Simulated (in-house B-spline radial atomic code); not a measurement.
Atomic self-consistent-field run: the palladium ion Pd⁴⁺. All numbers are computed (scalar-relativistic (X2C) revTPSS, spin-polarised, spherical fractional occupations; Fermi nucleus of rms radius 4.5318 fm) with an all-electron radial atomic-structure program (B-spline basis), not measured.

Command:
```bash
python run_scf.py task.json out
```
Settings (nuclear radius in fm, mass in u):
```
Z                46
configuration    [Kr] 4d6
hamiltonian      x2c
method           revtpss,revtpss
spin_polarised   True
nucleus          fermi
rms_radius       4.5318
atomic_mass      105.90348
speed_of_light   137.035999084
```

Output (hartree, bohr):
```
 radial grid: 68 intervals, B-splines of order 8, outer radius 22.1277 bohr

 iter        energy (Eh)    residual
    1       -5040.236295    7.23e-02
    2       -5040.239754    2.18e-03
    3       -5040.239792    7.76e-04
    4       -5040.239794    3.28e-04
    5       -5040.239794    5.19e-05
    6       -5040.239794    9.36e-06
    7       -5040.239794    1.83e-06
    8       -5040.239794    3.30e-07

 total energy                     -5040.23979
 kinetic                            5264.9540
 electron-nucleus                 -12129.5357
 Hartree                            1966.8142
 exchange-correlation               -142.4722

 orbital      occ     eigenvalue          <r>       <r^2>       <1/r>       r_max
 1s up      1.000      -889.8228    0.0312986  0.00133437     50.1337     0.02001
 1s down    1.000      -889.8231    0.0312986  0.00133437     50.1337     0.02001
 2s up      1.000      -131.8322     0.137832   0.0224598     11.2951      0.1166
 2s down    1.000      -131.8062     0.137816   0.0224552     11.2969      0.1166
 2p up      3.000      -118.3474     0.120422   0.0177251     10.6178     0.09316
 2p down    3.000      -118.3266     0.120406   0.0177203     10.6191     0.09315
 3s up      1.000       -25.6239     0.378711    0.164241     3.90385      0.3416
 3s down    1.000       -25.6123     0.378672    0.164171     3.90295      0.3417
 3p up      3.000       -21.1829     0.378376    0.166425     3.66051      0.3348
 3p down    3.000       -21.1668     0.378286    0.166296     3.66001      0.3349
 3d up      5.000       -14.1560     0.357646    0.152669     3.41929      0.2823
 3d down    5.000       -14.1262     0.357505    0.152466     3.41928      0.2825
 4s up      1.000        -5.3307      0.93563    0.988793     1.48052      0.8497
 4s down    1.000        -5.2032     0.932808    0.983362     1.48736      0.8468
 4p up      3.000        -4.0425       1.0149     1.17282     1.33237      0.9043
 4p down    3.000        -3.9065      1.01275      1.1693     1.33777      0.9001
 4d up      5.000        -2.1561      1.24235     1.79985     1.05946       1.038
 4d down    1.000        -2.0166      1.25566     1.84812     1.05317       1.034
```

Cost of the run: 0.47 s on 1 thread of Arm Neoverse V1, with other jobs on the host.

One-electron X2C: radii and densities carry no picture-change correction, so inner-shell <1/r> comes out high (for 1s by about 2 % at Z = 33, 5 % at 54, 10 % at 75, 30 % at 118) and <r> low.
